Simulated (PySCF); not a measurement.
# Diatomic anions of Cl with group 14

PBE0 with double-zeta basis sets in PySCF, for the lowest determinant that a PBE0 search found; no spin–orbit coupling. De refers to high-spin ground-configuration atoms (the charge goes to the atom of lower measured ionisation energy or higher electron affinity, which is not always the lowest computed limit). A positive dipole points towards Cl; it is taken about the centre of mass and depends on that origin.

```
 M                           basis  charged atom  state (unpaired electrons)  Re (Å)  ωe (cm⁻¹)  De (eV)  μ (D)
 C     aug-cc-pVDZ/aug-cc-pV(D+d)Z           Cl−              triplet (π ↑↑)   1.855        520     2.01   3.81
Si                 aug-cc-pV(D+d)Z           Cl−              triplet (π ↑↑)   2.256        364     2.12   2.68
Ge  aug-cc-pVDZ-PP/aug-cc-pV(D+d)Z           Cl−              triplet (π ↑↑)   2.380        273     1.86  -0.85
Sn  aug-cc-pVDZ-PP/aug-cc-pV(D+d)Z           Cl−              triplet (π ↑↑)   2.567        245     1.81  -2.29
Pb                       def2-SVPD           Cl−              triplet (π ↑↑)   2.700        215     1.53  -4.79
```

The shortest bond is that of CCl⁻ (1.855 Å), the longest that of PbCl⁻ (2.700 Å).

The rows differ in basis set, which adds steps of its own.

Down a group the atoms grow and get heavier, so bonds lengthen and wavenumbers fall; this series shows no clear exception.

Spin–orbit coupling is left out, which matters for elements this heavy, above all for dissociation energies. For an ion De counts to the pair picked by the measured ionisation energies or electron affinities, which need not be the lowest pair at this level. The highest Kohn–Sham level is positive in some of these anions. Much of that is self-interaction error, but it also means that the finite basis helps to hold the extra electron. States were picked by a PBE0 search and need not be the measured ground states.
